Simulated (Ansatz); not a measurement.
A CCSD(T) single point on C4H10Br2F2Ga2 (`C[CH2][Ga@-]1([F])[Br+][Ga@@-]([F])([CH2]C)[Br+]1`).

```yaml
crystal:
  periodic: [false, false, false]
  atoms:
    - {symbol: C, position_ang: [3.432594, -1.780248, -0.021771]}
    - {symbol: C, position_ang: [2.869317, -0.635278, -0.854987]}
    - {symbol: Ga, position_ang: [0.933933, -0.429800, -0.668232]}
    - {symbol: F, position_ang: [-0.301665, -1.524739, -1.276485]}
    - {symbol: Br, position_ang: [0.067881, 1.796519, -1.356410]}
    - {symbol: Ga, position_ang: [-1.074723, 1.820321, 0.874157]}
    - {symbol: F, position_ang: [-0.337561, 3.189861, 1.684952]}
    - {symbol: C, position_ang: [-2.974006, 1.387516, 0.712623]}
    - {symbol: C, position_ang: [-3.244099, 0.107728, -0.065857]}
    - {symbol: Br, position_ang: [0.252679, -0.127594, 1.711773]}
    - {symbol: H, position_ang: [3.234821, -1.640820, 1.043931]}
    - {symbol: H, position_ang: [3.006479, -2.743074, -0.312541]}
    - {symbol: H, position_ang: [4.516954, -1.852800, -0.142774]}
    - {symbol: H, position_ang: [3.316939, 0.320413, -0.572001]}
    - {symbol: H, position_ang: [3.073073, -0.781866, -1.919466]}
    - {symbol: H, position_ang: [-3.366869, 1.327839, 1.731875]}
    - {symbol: H, position_ang: [-3.451168, 2.252092, 0.241922]}
    - {symbol: H, position_ang: [-4.318093, -0.087963, -0.126711]}
    - {symbol: H, position_ang: [-2.860132, 0.162413, -1.086366]}
    - {symbol: H, position_ang: [-2.776364, -0.760520, 0.402378]}
basis:
  gaussian: {orbitals: def2-TZVPP}
correlation: {method: ccsd_t}
output: {orbitals: {seedname: orbitals}}
```

```sh
$ ansatz run in.yaml --threads 11 --pin off --events-out ev --progress --plain --max-ram 174080MiB --backend cuda --devices 0, --max-vram 75GiB
```

The program prints (abridged):

```
Functional definition: HF
3223 factors; integrals over basis functions are off by at most 1.1e-3 eV
mean field evaluation 1: about -254361.4024 eV, gradient 6.0e1 eV
mean field evaluation 2: about -254361.7066 eV, gradient 6.0e1 eV
mean field evaluation 4: about -254369.3542 eV, gradient 5.7e0 eV
mean field evaluation 8: about -254369.4739 eV, gradient 6.2e-1 eV
mean field -254369.47471717 eV, -9347.9057780335 hartree, gradient 2.0e-6 eV, S^2 0.000000; 0 other end points of the search recorded, 0 dependent functions left out
42 core orbitals not correlated: weight in the atoms' cores, before any rotation towards them, 1.000 or more for the frozen orbitals, at most 0.000 for the correlated occupied ones
reference -254369.47471717 eV, -9347.9057780335 hartree; 50, 50 occupied and 426, 426 virtual orbitals, 3223 factors
second order -60.49498154 eV of doubles, -0.00000000 eV of singles
cycle   1  -59.74404805 eV  change    7.5e-1 eV  update   1.7e-1
cycle   2  -61.22785789 eV  change    -1.5e0 eV  update   5.1e-2
cycle   3  -61.51456879 eV  change   -2.9e-1 eV  update   2.6e-2
cycle   4  -61.48878252 eV  change    2.6e-2 eV  update   6.2e-3
cycle   5  -61.48007301 eV  change    8.7e-3 eV  update   2.6e-3
cycle   6  -61.48214517 eV  change   -2.1e-3 eV  update   7.3e-4
cycle   7  -61.48197828 eV  change    1.7e-4 eV  update   2.7e-4
cycle   8  -61.48174711 eV  change    2.3e-4 eV  update   8.8e-5
cycle   9  -61.48176540 eV  change   -1.8e-5 eV  update   3.5e-5
perturbative correction -2.31898472 eV, -0.0852211164 hartree
Total energy: -254433.27546729 eV, -9350.2504123545 hartree
```

It took 80 s on 11 threads of an AMD EPYC 7R13 on a shared host and a whole NVIDIA H100 80 GB, with 2.3 GiB of host memory at the peak.

MP2 recovers 94.8 % of the CCSD(T) correlation energy and the triples give 3.6 %; T1 = 0.0110.
